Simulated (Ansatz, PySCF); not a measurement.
PySCF was given this input:
```python
from pyscf import gto, scf, dft

mol = gto.Mole()
mol.atom = '''
    F    -0.84302752   -1.17072944   -0.50769894
    As    0.01319427   -0.00551619    0.42391172
    F     1.41634737   -0.12051314   -0.56435604
    F    -0.62169883    1.31146860   -0.48228800
'''
mol.basis = 'cc-pvdz'
mol.verbose = 3
mol.build()

mf = dft.RKS(mol)
mf.xc = 'pbe'
mf.grids.atom_grid = (99, 590)
mf.grids.prune = None
mf.kernel()
```

Task: Convert this to an input for Ansatz (an electronic-structure program).

Result: This is not unique; one that fits is 
Ansatz 0.2 input:
```yaml
crystal:
  periodic: [false, false, false]
  atoms:
    - {symbol: F, position_ang: [-0.84302752, -1.17072944, -0.50769894]}
    - {symbol: As, position_ang: [0.01319427, -0.00551619, 0.42391172]}
    - {symbol: F, position_ang: [1.41634737, -0.12051314, -0.56435604]}
    - {symbol: F, position_ang: [-0.62169883, 1.31146860, -0.48228800]}
basis:
  gaussian:
    orbitals: cc-pVDZ
hamiltonian:
  xc: pbe
accuracy: high
```

Both were run: PySCF gave -2534.835906 Eh and Ansatz -2534.835907 Eh, 0.001 mEh apart.
